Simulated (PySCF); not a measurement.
A side-by-side comparison of computed properties.

First species: 1-methoxycyclohexene, C₇H₁₂O.
Cartesian coordinates in Å at the PBE0-D3(BJ)/def2-SVP level; atoms count from 1:
```xyz
20
C7H12O angstrom
C      2.5986   -0.2694   -0.2132
O      1.4847    0.3973    0.3038
C      0.2554   -0.0878    0.0124
C     -0.0013   -1.1694   -0.7444
C     -1.3972   -1.6644   -0.9980
C     -2.4135   -1.0538   -0.0399
C     -2.1940    0.4473    0.0900
C     -0.8127    0.7417    0.6599
H      3.4871    0.2724    0.1362
H      2.6498   -1.3149    0.1408
H      2.5927   -0.2769   -1.3182
H      0.8182   -1.7233   -1.2077
H     -1.6895   -1.4405   -2.0423
H     -1.4205   -2.7649   -0.9209
H     -3.4385   -1.2725   -0.3788
H     -2.3028   -1.5204    0.9549
H     -2.9694    0.9074    0.7223
H     -2.2840    0.9131   -0.9071
H     -0.5428    1.8028    0.5333
H     -0.7890    0.5557    1.7490
```

Second species: C₄H₅FSe.
InChI=1S/C4H5FSe/c5-4-1-2-6-3-4/h1H,2-3H2

Levels: B3LYP/def2-SVPD for HOMO energy, LUMO energy, HOMO–LUMO gap and static isotropic polarisability; TDDFT B3LYP/def2-SVPD for lowest singlet excitation; TDA B3LYP/def2-SVPD for lowest triplet excitation (Tamm–Dancoff); ΔSCF B3LYP/def2-SVPD for vertical ionisation energy. Geometries: PBE0-D3(BJ)/def2-SVP. Each structure is a single optimised conformer of the isolated species, non-relativistic unless stated. Electronic properties by PySCF.

Values for the first species:

* HOMO energy: -5.93 eV
* LUMO energy: 0.40 eV
* HOMO–LUMO gap: 6.33 eV
* Lowest singlet excitation: 5.50 eV
* Lowest triplet excitation (Tamm–Dancoff): 4.32 eV
* Static isotropic polarisability: 87.6 au
* Vertical ionisation energy: 8.07 eV

(1) Estimate the same properties for the second species, and the change in each.

## Answers

(1) 
```tsv
property	first	second	second less first
HOMO energy	-5.93 eV	-6.08 eV	-0.15 eV
LUMO energy	0.40 eV	-0.56 eV	-0.96 eV
HOMO–LUMO gap	6.33 eV	5.52 eV	-0.81 eV
lowest singlet excitation	5.50 eV	4.29 eV	-1.21 eV
lowest triplet excitation (Tamm–Dancoff)	4.32 eV	3.86 eV	-0.46 eV
static isotropic polarisability	87.6 au	72.5 au	-15.1 au
vertical ionisation energy	8.07 eV	8.46 eV	+0.39 eV
```

On the first: The ΔSCF ionisation energy exceeds −ε(HOMO) by 2.14 eV with B3LYP. The vertical singlet–triplet gap S1 − T1 is 1.18 eV (TDDFT singlet less Tamm–Dancoff triplet; S1: HOMO→LUMO, weight 0.93; T1: HOMO→LUMO+1, weight 0.38, beside HOMO→LUMO+2, weight 0.31).

On the second: The ΔSCF ionisation energy exceeds −ε(HOMO) by 2.38 eV with B3LYP. The polarisability is 10.74 Å³ as a volume (1 au = 0.148185 Å³), or 1.01 au for each of the 72 electrons. The calculation is non-relativistic and has no spin–orbit coupling, an omission that weighs most on selenium.
